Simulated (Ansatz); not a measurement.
Compare A (`FB(F)C1CO1`) with its isomer B (`O=CC(F)BF`).

Isolated molecules relaxed with PBE0-D4/def2-TZVP in Ansatz; ΔE leaves out vibrations. CBS: MP2 limit from def2 TZ/QZ plus the TZ coupled-cluster correction, frozen cores. DFT in def2-TZVPP. One conformer a species, not always the lowest.

Q: Which isomer does CCSD(T)/CBS put lower? Give the gap. (Best estimate.)

A: Computed: A, by 159.1 kJ/mol.

Q: Give E(B) − E(A) in kJ/mol with CCSD/def2-TZVPP, r2SCAN-D4, PBE-D4, CCSD(T)/def2-TZVPP, B2PLYP, HF/def2-TZVPP, PBE0-D4. (Estimate.)

A: The calculation gave: CCSD/def2-TZVPP 157.6, r2SCAN-D4 160.1, PBE-D4 153.1, CCSD(T)/def2-TZVPP 157.8, B2PLYP 151.0, HF/def2-TZVPP 137.4, PBE0-D4 162.2. None reverses the order clearly.

Largest T1 diagnostic: 0.015.

From PBE to PBE0 (25 % exact exchange), in def2-TZVPP and without D4, E(B) − E(A) moves by +9.1 kJ/mol. In def2-TZVPP, CCSD(T) changes the Hartree–Fock value by +20.4 kJ/mol (the triples alone add +0.3 kJ/mol) and MP2 by +33.3 kJ/mol.
